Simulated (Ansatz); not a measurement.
Ansatz (a program for electronic structure) input (PBE/def2-QZVPPD): A basis named .json is the Basis Set Exchange file of that set (core-valence sets with the plain set on hydrogen).

Ansatz 0.2 input:
```yaml
crystal:
  periodic: [false, false, false]
  atoms:
    - {symbol: H, position_ang: [0.00000000, 0.00000000, 0.00000000]}
basis:
  gaussian:
    orbitals: def2-QZVPPD.json
hamiltonian:
  xc: {name: PBE}
magnetization: {spin_polarized: true, initial_magnetization: 1}
scf: {lower_state_search: full}
```

Output:

```
Functional definition: PBE
integrals: 0.00 GiB planned
66 factors; their error is unknown
mean field: 0.05 GiB planned
mean field evaluation 1: about -13.5976 eV, gradient 6.6e-1 eV
mean field evaluation 2: about -13.6040 eV, gradient 1.2e-1 eV
mean field evaluation 4: about -13.6040 eV, gradient 6.8e-3 eV
mean field evaluation 8: about -13.5974 eV, gradient 6.6e-1 eV
mean field evaluation 16: about -13.6040 eV, gradient 5.5e-4 eV
mean field -13.60401324 eV, -0.4999382653 hartree, gradient 1.1e-6 eV, S^2 0.750000; 2 other end points of the search recorded, 0 dependent functions left out
reference -13.60405099 eV, -0.4999396529 hartree; 1, 0 occupied and 32, 33 virtual orbitals, 66 factors
Total energy: -13.60405099 eV, -0.4999396529 hartree
```
